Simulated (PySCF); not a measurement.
**`C[C@@H]1[C@@H](F)[C@@H]1[Si@H](C)Cl`, C5H10ClFSi**

Geometry:
```tsv
atom	x (Å)	y (Å)	z (Å)
C1	-1.949	-1.308	-0.379
C2	-1.667	0.031	0.252
C3	-1.147	1.154	-0.572
F4	-1.619	2.413	-0.331
C5	-0.252	0.532	0.460
Si6	1.294	-0.440	-0.025
C7	2.816	0.471	0.649
Cl8	1.436	-0.556	-2.046
H9	-1.864	-2.100	0.362
H10	-2.958	-1.325	-0.786
H11	-1.248	-1.509	-1.185
H12	-2.377	0.307	1.024
H13	-0.950	1.028	-1.629
H14	-0.136	1.143	1.348
H15	1.215	-1.814	0.479
H16	3.735	0.019	0.290
H17	2.823	1.515	0.345
H18	2.839	0.444	1.734
```

Method used: TDDFT CAM-B3LYP/def2-SVPD circular dichroism and optical rotation, one conformer, gas phase (PySCF 2.14.0). Geometry: GFN2-xTB.

The molecule is flexible and this is one conformer; a measurement averages over conformers.

Task: What are the CIP labels of the stereocentres?

Result: C2 R, C3 R, C5 R, Si6 S.

Task: Which excitations and rotatory strengths does the calculation give?

Result: Rotatory strengths R in 10⁻⁴⁰ esu² cm², velocity form and length form (origin at the centre of mass); f in length form.
```tsv
state	E (eV)	λ (nm)	f	R (velocity)	R (length)	main
1	7.57	164	0.001	-10.3	-11.6	HOMO→LUMO+1 0.72, HOMO→LUMO 0.10
2	7.75	160	0.001	-0.1	+0.2	HOMO→LUMO+2 0.44, HOMO→LUMO+4 0.17
3	7.90	157	0.018	+66.0	+66.2	HOMO−1→LUMO+1 0.52, HOMO−1→LUMO 0.10
4	8.00	155	0.019	+4.3	+4.9	HOMO→LUMO 0.55, HOMO→LUMO+4 0.16
5	8.16	152	0.007	-13.4	-12.7	HOMO→LUMO+4 0.29, HOMO→LUMO+2 0.21
6	8.24	150	0.006	-3.7	-2.7	HOMO−1→LUMO+2 0.22, HOMO−1→LUMO 0.21
7	8.34	149	0.044	+32.4	+31.4	HOMO−1→LUMO+2 0.20, HOMO−3→LUMO 0.14
8	8.43	147	0.092	-52.9	-52.8	HOMO−3→LUMO+1 0.37, HOMO−1→LUMO 0.31
9	8.44	147	0.005	+29.6	+27.2	HOMO→LUMO+3 0.55, HOMO→LUMO+2 0.17
10	8.47	146	0.071	-1.9	-1.3	HOMO−2→LUMO+1 0.22, HOMO→LUMO+4 0.14
11	8.75	142	0.007	+24.4	+24.0	HOMO−1→LUMO+4 0.39
12	8.82	141	0.009	-7.0	-7.9	HOMO−2→LUMO 0.20, HOMO−1→LUMO+2 0.14
13	8.87	140	0.033	-11.8	-12.2	HOMO→LUMO+5 0.29, HOMO→LUMO+7 0.17
14	8.93	139	0.015	+45.8	+46.6	HOMO−1→LUMO+3 0.33, HOMO→LUMO+6 0.12
15	8.96	138	0.005	-23.7	-23.0	HOMO−3→LUMO 0.39, HOMO−3→LUMO+1 0.16
16	9.01	138	0.036	-17.8	-17.4	HOMO→LUMO+6 0.25, HOMO−1→LUMO+3 0.16
```

For state 2 the two forms differ in sign, so the sign of R isn't settled.

Among the states computed, the strongest CD band (largest |R|) is state 3. The largest dissymmetry factor in size, g = 4R/(D+G), with D and G the electric and magnetic dipole strengths, is -0.12 for state 1 (velocity form, f = 0.001), among bands with |R| over 0.5. The mirror image has the same energies and oscillator strengths and all R with the opposite sign.
